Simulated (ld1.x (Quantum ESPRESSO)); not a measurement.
**Hf (Z = 72), RRKJ: configuration errors across variants**

- Element: hafnium (Hf)
- Generator: ld1.x (Quantum ESPRESSO) 7.5
- Type: norm-conserving RRKJ (Kleinman–Bylander form)
- Functional: LDA (PZ)
- Relativity: scalar-relativistic
- Frozen core: [Xe] 4f14
- Valence charge: 4
- Reference configuration: 5d2 6s1 6p1
- Partial waves: 6s (bound): rc 3.05 bohr; 6p (bound): rc 3.00 bohr; 5d (bound): rc 2.30 bohr
- Local potential: all-electron potential smoothed inside 2.70 bohr (lloc = -1)
- Core correction: a·sin(br)/r model core, default radius (core density twice the valence density)
- rho0: 0.005

All-electron excitation energies from the reference (eV): (1) 5d2 6s2 6p0 -3.913; (2) 5d2 6s1 6p0 4.285; (3) 5d2 6s0 6p0 18.788; (4) 5d2 6s0 6p1 9.080; (5) 5d1 6s2 6p0 2.817; (6) 5d1 6s2 6p1 -1.827; (7) 5d3 6s1 6p0 -1.327; (8) 5d2 6s1 6p1 spin -1.504; (9) 5d2 6s2 6p0 spin -4.354.

Spin tests fill each open shell by Hund’s rule, majority spin first.

A true bound ghost makes a file unfit for plane-wave use even where its test errors are small: the radial tests pick states by their node count and pass the ghost by.

Errors AE − PS in meV (a dash: test not solved or not reliable):

```tsv
change	(1)	(2)	(3)	(4)	(5)	(6)	(7)	(8)	(9)	bound ghosts
base	+0.9	-3.8	-20	+2.1	+48	+3.4	-35	+113	+77	s
wave 5d (bound): rc 2.30 bohr becomes 5d (bound): rc 1.44 bohr	+1.0	-3.9	-20	+2.1	+46	+0.3	-36	+112	+77	s
wave 5d (bound): rc 2.30 bohr becomes 5d (bound): rc 1.76 bohr	+0.9	-3.9	-20	+2.1	+46	+0.9	-36	+113	+77	s
wave 5d (bound): rc 2.30 bohr becomes 5d (bound): rc 1.94 bohr	+0.9	-3.9	-20	+2.1	+47	+1.3	-36	+112	+77	s
wave 5d (bound): rc 2.30 bohr becomes 5d (bound): rc 2.14 bohr	+0.9	-3.8	-20	+2.1	+47	+1.9	-35	+112	+76	s
wave 5d (bound): rc 2.30 bohr becomes 5d (bound): rc 2.32 bohr	+0.9	-3.8	-20	+2.1	+49	+4.2	-34	+113	+77	s
wave 5d (bound): rc 2.30 bohr becomes 5d (bound): rc 2.58 bohr	+0.9	-3.6	-20	+2.1	+53	+9.9	-32	+117	+79	s
wave 5d (bound): rc 2.30 bohr becomes 5d (bound): rc 3.02 bohr	+0.4	-3.1	-22	+1.2	+68	+31	-21	+133	+86	s
wave 5d (bound): rc 2.30 bohr becomes 5d (bound): rc 3.22 bohr	-0.4	-2.8	-26	-0.5	+82	+48	-10	+147	+91	s
wave 5d (bound): rc 2.30 bohr becomes 5d (bound): rc 3.40 bohr	-1.2	-2.6	-32	-2.4	+94	+63	-0.2	+160	+95	s
```

Question: Give the same row for: wave 5d (bound): rc 2.30 bohr becomes 5d (bound): rc 2.84 bohr.

Answer: +0.6, -3.3, -21, +1.7, +61, +22, -26, +126, +83; bound ghosts: s.
